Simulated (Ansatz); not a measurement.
Geometry optimisation, RKS PBE/6-31G* (Ansatz 0.2.0).

The input (input.yaml):

```yaml
crystal:
  periodic: [false, false, false]
  atoms:
    - { symbol: B, position_ang: [0.0, 0.0, 0.0] }
    - { symbol: H, position_ang: [0.0, 0.0, 1.54] }
    - { symbol: "N", position_ang: [1.3423, 0.0, -0.775] }
    - { symbol: H, position_ang: [1.8089, -0.9179, -1.0268] }
    - { symbol: H, position_ang: [1.7937, 0.9179, -1.0532] }
    - { symbol: O, position_ang: [-1.2211, 0.0, -0.705] }
    - { symbol: H, position_ang: [-1.7308, -0.8467, -0.4965] }
    - { symbol: Cl, position_ang: [0.0968, 2.0475, 0.6811] }
    - { symbol: H, position_ang: [0.0414, 0.8758, 1.6586] }
basis:
  gaussian: { orbitals: "6-31G*" }
hamiltonian:
  xc: pbe
relax:
  f_tol: 0.15
  max_steps: 25
  restrain:
    - { distance: [0, 7], at: 3.06, k: 30.0 }
    - { distance: [8, 1], at: 1.86, k: 30.0 }
    - { distance: [0, 1], at: 1.19, k: 30.0 }
    - { distance: [8, 7], at: 1.37, k: 30.0 }
output:
  orbitals: {}
```

Command:

```bash
$ ansatz run input.yaml --threads 1 --pin off --max-ram 2048MiB --backend cpu --events-out ev --progress --plain --runs-dir out
```

Question: Where does it end, and by what steps?

Answer: The forces met the threshold. The restraints hold the end off the free minimum; the threshold counts their pulls, which the force column leaves out. Restrained pairs: B1–Cl8 (2.16 → 3.08 Å), H2–H9 (0.88 → 1.86 Å), B1–H2 (1.54 → 1.20 Å), Cl8–H9 (1.53 → 1.34 Å). After 11 steps the energy has fallen by 3.093 eV (the restraints' own energy left out); H5 moved furthest, 1.06 Å.

```tsv
step	energy less start (eV)	largest force component (eV/Å)	accepted
0	0.0000	2.860	yes
1	-0.5734	1.959	yes
2	-1.0460	2.678	yes
3	-1.5667	2.393	yes
4	-2.0098	1.783	yes
5	-2.2605	1.645	yes
6	-2.4925	1.427	yes
7	-2.7506	1.277	yes
8	-2.9280	1.113	yes
9	-3.0078	1.092	yes
10	-3.0613	1.036	yes
11	-3.0927	0.776	yes
```

```xyz
9
Properties=species:S:1:pos:R:3
B 0.071 -0.277 -0.119
H 0.078 -0.664 1.020
N 1.314 -0.138 -0.766
H 2.197 -0.327 -0.303
H 1.392 0.197 -1.725
O -1.092 -0.058 -0.831
H -1.876 -0.185 -0.270
Cl -0.218 2.388 1.391
H 0.266 1.140 1.425
```

Time of the run: 29 s on 1 thread of AMD EPYC 7R43 64-Core Processor (Zen 3), on a shared host, peak memory 0.16 GiB.
